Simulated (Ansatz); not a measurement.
C2H4F2Si (`F[C@H]1[SiH2][C@@H]1F`). Total charge 0; spin multiplicity 1. All single points use the PBE0-D4/def2-TZVP geometry.

```xyz
9

F     0.444   -2.034    0.360
C    -0.081   -0.902   -0.197
Si   -0.761    0.648    0.617
C     0.792    0.296   -0.379
F     1.138    0.686   -1.642
H    -0.659   -1.133   -1.095
H    -2.000    1.182    0.016
H    -0.534    0.977    2.039
H     1.661    0.279    0.283
```

(1) What is the dipole moment at ωB97M-V/def2-TZVPP? (An estimate is asked.)

(2) And with PBE, r2SCAN, B3LYP? (An estimate is asked.)

(3) Give the Mulliken charges with ωB97M-V, B3LYP, r2SCAN in def2-TZVPP. (Estimate.)

Answers

(1) The calculation gave: 2.17 D, with components (-1.41, 1.20, 1.14) D in this frame, pointing from negative to positive charge.

(2) Ansatz gave: PBE 1.75 D, r2SCAN 1.89 D, B3LYP 2.10 D.

(3) The calculation gave: 
```tsv
atom	ωB97M-V	B3LYP	r2SCAN
F1	-0.22	-0.23	-0.22
C2	0.03	0.08	0.08
Si3	0.16	0.20	0.24
C4	0.03	0.08	0.08
F5	-0.22	-0.23	-0.22
H6	0.10	0.09	0.07
H7	0.00	-0.04	-0.05
H8	0.00	-0.04	-0.05
H9	0.10	0.09	0.07
```

B3LYP here is the variant with VWN-RPA as its local correlation; programs differ in this.
